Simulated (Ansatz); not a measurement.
Z-matrix (Å, degrees):
```
N
Ga 1 1.827
H 1 1.006 2 123.7
H 1 1.005 2 123.6 3 -166.1
N 2 1.827 1 113.6 3 -6.2
Ga 2 2.455 1 123.2 3 173.8
H 5 1.005 2 123.6 1 -172.3
H 5 1.006 2 123.7 1 -6.1
H 6 1.577 2 122.2 1 89.2
H 6 1.577 2 122.2 1 -90.8
```

The species carries charge 0 and has multiplicity 1.

Task: List the PBE0/def2-TZVPP orbital energies in eV (the Gaussian-basis code of Ansatz). (An estimate is asked.)

Result: The calculation gave: Occupied: -10147.07, -10146.37, -1252.96, -1252.23, -1109.14, -1109.03, -1109.02, -1108.41, -1108.32, -1108.30, -390.39, -390.39, -151.18, -150.56, -104.21, -103.89, -103.88, -103.54, -103.33, -103.31, -23.50, -23.48, -23.29, -23.14, -23.13, -23.00, -22.97, -22.54, -22.52, -22.43, -22.03, -21.69, -13.23, -13.05, -12.95, -11.85, -10.09, -8.42, -7.46, -7.23, -6.66. Lowest empty: -2.02, -0.17, 0.42, 1.36, 1.68, 2.16, 2.64, 3.44.
